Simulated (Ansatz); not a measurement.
Reaction (silylene formation by 1,1-elimination): `C=C[SiH](F)Cl` → `C=CCl` + `F[SiH]`

Computed with Ansatz on PBE0-D4/def2-TZVP structures; ΔE is electronic, products minus reactants. CCSD(T)/CBS adds triple-zeta CCSD(T) − MP2 to the extrapolated MP2 energy (def2 sets, frozen cores). This one scheme is used for every species. Functionals use def2-TZVPP. Each species was taken in one conformer, which may not be the lowest.

Question: Is it downhill or uphill in electronic energy at CCSD(T)/CBS, and by how much? (Estimate.)

Answer: Computed: Uphill: ΔE = +3.90 eV.

Question: What do these levels give: PBE0-D4, PBE-QIDH, PBE, LC-ωPBE, HF/def2-TZVPP, SCS-MP2/def2-QZVPP? (Estimate.)

Answer: Computed: PBE0-D4 3.93, PBE-QIDH 4.07, PBE 3.63, LC-ωPBE 3.99, HF/def2-TZVPP 3.86, SCS-MP2/def2-QZVPP 3.95 eV.

Largest T1 diagnostic among the species: 0.015.

From PBE to PBE0 (25 % exact exchange), in def2-TZVPP and without D4, ΔE moves by +0.22 eV. At CCSD(T), def2-SVP lies −0.26 eV from the extrapolated value and def2-TZVPP −0.08 eV. The D4 term adds +0.15 eV with B3LYP and +0.08 eV with PBE0; it sums over pairs of atoms, weighted by their polarisabilities, and B3LYP, whose exchange is more repulsive, gets the larger term.

B3LYP here is the variant with VWN-RPA as its local correlation; programs differ in this.
